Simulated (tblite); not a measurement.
Species: C4H13FSSi3.
Geometry (GFN2-xTB, Å), atoms numbered from 1 in this order:
```xyz
22
C4H13FSSi3 angstrom
F     -2.2122   -1.1169   -1.3200
C     -1.8908   -1.4329   -0.0062
C     -1.7600   -0.1408    0.7891
C     -0.5004    0.6192    0.3368
Si    -0.8771    1.9617   -0.9665
Si     0.6685   -0.7516   -0.2834
S      2.4292   -1.0182    0.9270
Si     3.4899    0.7935    0.4996
C     -0.5610   -2.1661    0.0002
H     -2.7234   -2.0521    0.3519
H     -1.6814   -0.4165    1.8431
H     -2.6640    0.4593    0.6655
H     -0.0731    1.1298    1.2042
H     -1.8438    2.8973   -0.3814
H      0.3802    2.6657   -1.2456
H     -1.4166    1.3773   -2.1868
H      1.0877   -0.6276   -1.6798
H      3.6594    0.8831   -0.9446
H      4.7417    0.6212    1.2149
H      2.7104    1.9227    0.9927
H     -0.4200   -2.6579    0.9604
H     -0.5535   -2.9308   -0.7718
```

All values are computed: GFN2-xTB (tblite) harmonic vibrations without scaling, gas phase. Errors from tens to a few hundred cm⁻¹ against measured bands are possible. Modes of hydrogen on silicon can be 10 to 20 % off. One conformer, not necessarily the lowest.

Harmonic wavenumbers (cm⁻¹): 31.1, 34.2, 78.6, 86.4, 99.5, 113.4, 128.8, 143.5, 185.9, 268.0, 339.2, 356.3, 428.1, 489.1, 508.3, 529.7, 533.0, 554.3, 573.3, 598.0, 637.2, 658.0, 686.5, 746.7, 763.3, 766.1, 774.6, 778.9, 784.2, 792.7, 795.6, 821.4, 887.0, 939.8, 969.3, 1035.2, 1066.0, 1094.1, 1137.1, 1188.1, 1201.9, 1237.2, 1288.6, 1308.8, 1321.0, 1454.6, 1481.3, 2225.4, 2233.6, 2256.0, 2300.5, 2316.6, 2329.1, 2365.4, 2906.7, 2929.6, 2965.6, 2979.4, 3013.0, 3029.8.

A = 1266, B = 560.6, C = 434.0 MHz; mass 196.003 u (most abundant isotopes); point group C1, symmetry number 1.

Q: Zero-point energy?

A: ½Σν̃ = 33272 cm⁻¹ = 398.02 kJ/mol.

Q: What is S at 298.15 K and 1 bar for an ideal gas of classical rigid rotors and harmonic oscillators?

A: Translation 174.68, rotation 131.06, vibration 194.25: S = 500.0 J/(mol K).

Q: And Cp and H(298.15 K) − H(0)?

A: Cp = 219.72 J/(mol K), of which vibrations give 186.46 (their classical limit is 60 R = 498.9); H(298.15 K) − H(0) = 38.77 kJ/mol without the zero-point energy, 28.86 from vibrations.

Q: What must be added to the electronic energy to get the Gibbs energy at 298.15 K and 1 bar?

A: ZPE + [H(298.15 K) − H(0)] − T·S = 398.02 + 38.77 − 149.07 = 287.72 kJ/mol.

Q: How do the functions run with temperature in this model?

A: 
```json
{"T (K)": "50", "S (J/(mol K))": "275.6", "Cp (J/(mol K))": "74.1", "H − H(0) (kJ/mol)": "2.57", "G − H(0) (kJ/mol)": "-11.21", "ln q(vib)": "1.33"}
{"T (K)": "100", "S (J/(mol K))": "336.7", "Cp (J/(mol K))": "103.1", "H − H(0) (kJ/mol)": "7.06", "G − H(0) (kJ/mol)": "-26.61", "ln q(vib)": "3.60"}
{"T (K)": "373.15", "S (J/(mol K))": "553.7", "Cp (J/(mol K))": "259.1", "H − H(0) (kJ/mol)": "56.77", "G − H(0) (kJ/mol)": "-149.83", "ln q(vib)": "14.62"}
{"T (K)": "500", "S (J/(mol K))": "637.2", "Cp (J/(mol K))": "311.4", "H − H(0) (kJ/mol)": "93.12", "G − H(0) (kJ/mol)": "-225.46", "ln q(vib)": "19.39"}
{"T (K)": "750", "S (J/(mol K))": "777.5", "Cp (J/(mol K))": "380.0", "H − H(0) (kJ/mol)": "180.25", "G − H(0) (kJ/mol)": "-402.90", "ln q(vib)": "28.15"}
{"T (K)": "1000", "S (J/(mol K))": "893.2", "Cp (J/(mol K))": "423.4", "H − H(0) (kJ/mol)": "281.06", "G − H(0) (kJ/mol)": "-612.18", "ln q(vib)": "36.02"}
```

q(vib) and H(0) count from the zero-point level.

Q: Blend soft modes into free rotors: weight 1/[1 + (100 cm⁻¹/ν̃)⁴] for the oscillator and the rest for a rotor with moment μB/(μ + B), μ = h/(8π²ν), B = 10⁻⁴⁴ kg m². What vibrational entropy results?

A: 173.14 J/(mol K) in place of 194.25, which changes −T·S at 298.15 K by +6.29 kJ/mol.

Q: Which modes carry the vibrational entropy at 298.15 K?

A: 31.1 cm⁻¹: 24.09; 34.2 cm⁻¹: 23.30; 78.6 cm⁻¹: 16.42; 86.4 cm⁻¹: 15.65; 99.5 cm⁻¹: 14.49; 113.4 cm⁻¹: 13.43 J/(mol K); the other 54 give 86.86 together.

Hindered rotation and anharmonicity are outside this model. Other conformers, if any are populated, would add a mixing term that is left out. The structure is chiral; the term R ln 2 for an equal mix with its mirror image is left out.
